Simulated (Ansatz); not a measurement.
A nudged elastic band was laid between two geometries of C4H11B (16 atoms, charge 0, multiplicity 1).

Level of theory: RKS PBE0-D4/def2-mTZVP (Ansatz).

- movable images: 5
- climbing image: yes
- spring: 5.0 eV/Å²
- optimiser: quadratic models (default)
- start path: through a guess of the saddle point
- force threshold: 0.05 eV/Å
- iteration limit: 60
- end points: relaxed

Initial state:

```xyz
16
Properties=species:S:1:pos:R:3
B 0.449 -0.131 -0.278
C -0.092 0.989 0.685
C -1.538 0.632 1.065
H -1.592 -0.327 1.589
C 0.179 -0.031 -1.821
C 1.275 -1.328 0.312
H -0.095 1.974 0.204
H 0.500 1.075 1.603
H -2.181 0.559 0.183
H -1.973 1.386 1.725
H -0.614 0.668 -2.100
H -0.013 -0.996 -2.301
H 1.100 0.348 -2.290
H 1.291 -2.232 -0.303
H 0.983 -1.596 1.333
H 2.320 -0.989 0.392
```

Final state:

```xyz
16
Properties=species:S:1:pos:R:3
B -0.113 -0.859 -0.379
C -0.131 1.661 0.947
C -1.325 1.116 1.144
H -1.201 -1.272 -0.074
C 0.045 -0.185 -1.787
C 1.116 -1.332 0.473
H 0.076 2.287 0.086
H 0.687 1.509 1.643
H -2.146 1.272 0.453
H -1.534 0.496 2.009
H -0.796 0.452 -2.073
H 0.055 -1.001 -2.526
H 0.976 0.371 -1.928
H 1.347 -2.357 0.145
H 0.914 -1.409 1.544
H 2.029 -0.748 0.324
```

(1) What changes between the two ends?

(2) What energy profile does the band end with?

(3) What is the geometry of the highest image?

(4) What are the harmonic wavenumbers there?

## Answers

(1) Bonds broken: B1–C2, C3–H4. Bonds formed: B1–H4. C4H11B becomes C2H4 + C2H7B.

(2) The run converged. The highest image is number 5 of 0 to 6, 36.8 kcal/mol above the first end and 0.3 kcal/mol above the last; the last end lies 36.6 kcal/mol above the first. A vibrational analysis at the climbing image gives one clearly imaginary mode, 108i cm⁻¹: a first-order saddle point. The orbitals stay closed-shell, which can raise the energy where a bond breaks towards radicals; this wasn't checked here.

| image | path coordinate (Å) | energy (kcal/mol) | B1–C2 (Å) | C3–H4 (Å) | B1–H4 (Å) |
| --- | --- | --- | --- | --- | --- |
| 0 | 0.00 | 0.0 | 1.57 | 1.09 | 2.77 |
| 1 | 0.73 | 0.8 | 1.57 | 1.10 | 2.56 |
| 2 | 1.46 | 2.5 | 1.56 | 1.10 | 2.33 |
| 3 | 2.19 | 7.4 | 1.55 | 1.12 | 1.89 |
| 4 | 2.92 | 33.6 | 1.72 | 1.60 | 1.30 |
| 5 | 3.65 | 36.8 | 2.32 | 2.31 | 1.21 |
| 6 | 4.39 | 36.6 | 2.85 | 2.68 | 1.20 |

(3) 
```xyz
16
Properties=species:S:1:pos:R:3:forces:R:3
B -0.154 -0.620 -0.240 0.02 -0.01 0.00
C -0.052 1.440 0.819 0.00 0.00 0.00
C -1.277 0.950 1.028 0.00 0.00 0.00
H -1.223 -1.125 0.018 -0.01 0.00 0.00
C 0.001 -0.070 -1.718 0.00 0.01 0.01
C 1.084 -1.232 0.540 -0.01 0.00 0.00
H 0.175 2.060 -0.038 -0.01 0.00 0.00
H 0.750 1.280 1.529 0.00 0.00 0.00
H -2.095 1.152 0.348 0.00 0.00 0.00
H -1.517 0.377 1.915 0.00 0.00 0.00
H -0.835 0.548 -2.060 0.00 0.00 0.00
H 0.020 -0.940 -2.387 0.00 0.00 0.00
H 0.930 0.479 -1.904 0.00 0.00 0.00
H 1.247 -2.241 0.135 0.00 0.00 0.00
H 0.920 -1.368 1.613 0.00 0.00 0.00
H 2.025 -0.691 0.402 0.00 0.00 0.00
```

(4) 108i, 49, 213, 228, 242, 254, 273, 341, 454, 753, 758, 785, 837, 837, 998, 1003, 1017, 1029, 1067, 1071, 1193, 1248, 1358, 1360, 1385, 1483, 1486, 1492, 1497, 1506, 1679, 2501, 3020, 3023, 3077, 3079, 3102, 3105, 3169, 3181, 3248, 3273 cm⁻¹.

Run time: 2.9 min on 4 threads of Arm Neoverse N1, on a shared host, peak memory 0.32 GiB.
